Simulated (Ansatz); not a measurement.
Consider the redistribution: `[F][Ge]([F])([F])[Cl]` + `[OH][Ga]([Br])[Br]` → `[F][Ge]([F])([F])[Br]` + `[OH][Ga]([Cl])[Br]`.

Computed with Ansatz on PBE0-D4/def2-TZVP structures; ΔE is electronic, products minus reactants. CCSD(T)/CBS adds triple-zeta CCSD(T) − MP2 to the extrapolated MP2 energy (def2 sets, frozen cores). For Br, Ga, Ge outer-core shells are correlated without core-valence functions, which leaves a few kJ/mol of doubt a bond. Scalar relativity is left out up to krypton. Each species was taken in one conformer, which may not be the lowest.

```tsv
species	HF/def2-TZVPP energy (Eh)
`[F][Ge]([F])([F])[Cl]`	-2833.50413
`[OH][Ga]([Br])[Br]`	-7143.72437
`[F][Ge]([F])([F])[Br]`	-4946.40795
`[OH][Ga]([Cl])[Br]`	-5030.81779
```

(1) Work out ΔE.

Largest T1 diagnostic among the species: 0.012.

Answers

(1) ΔE = (-4946.40795) + (-5030.81779) − (-2833.50413) − (-7143.72437) = 0.00276 Eh = +1.7 kcal/mol. CCSD(T)/CBS gives +1.2 kcal/mol.

Leaving LDA and LC-ωPBE aside and taking each functional with its dispersion term where it has one, the values, not all of them listed here, spread over 0.8 kcal/mol, from BLYP-D4 to PBE-QIDH.
